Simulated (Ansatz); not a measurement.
Cost and result up the ladder for Cu₂Br₄ (6 atoms). The state is a singlet with charge 0. Geometry: r2SCAN-D4/def2-SVP.

```xyz
6

Cu    0.592    1.167   -0.204
Cu   -0.590   -1.167    0.207
Br    1.359   -0.904   -1.040
Br   -1.361    0.905    1.035
Br   -2.127   -2.607    0.992
Br    2.128    2.607   -0.991
```

Ansatz on 4 threads of Intel Xeon Platinum 8259CL on a shared host. Times are rough, and most runs start from the orbitals of an earlier one. No level here is sound enough to serve as a yardstick. Binding counts from free atoms at the same level (Cu doublet, Br doublet; other spins of the atoms weren't run), without zero-point energy or a counterpoise term.

B3LYP takes the VWN-RPA correlation. The structure comes from a short search, and lower isomers may exist.

Run but left out: PBE0-D4/def2-SVP (restricted singlet with a triplet 0.46 eV lower at the same geometry).

```tsv
level	functions	wall time	binding energy per atom (eV)	remarks
PBE-D4/def2-SVP	190	6 s	2.45	restricted singlet, untested
PBE-D4/def2-TZVP (with forces)	282	8 s	2.23	restricted singlet, untested
r2SCAN-D4/def2-TZVP	282	13 s	2.26	restricted singlet, untested
PBE-D4/def2-TZVPD	324	13 s	2.24	restricted singlet, untested
B3LYP-D4/def2-TZVP	282	24 s	1.92	restricted singlet, untested
PBE0-D4/def2-TZVPD	324	25 s	2.00	restricted singlet, untested
BHLYP-D4/def2-TZVP	282	25 s	1.66	restricted singlet, untested
PBE0-D4/def2-TZVP	282	26 s	1.99	restricted singlet, untested
r2SCANh-D4/def2-TZVP	282	26 s	2.15	restricted singlet, untested
BHLYP-D4/def2-TZVPD	324	32 s	1.67	restricted singlet, untested
```
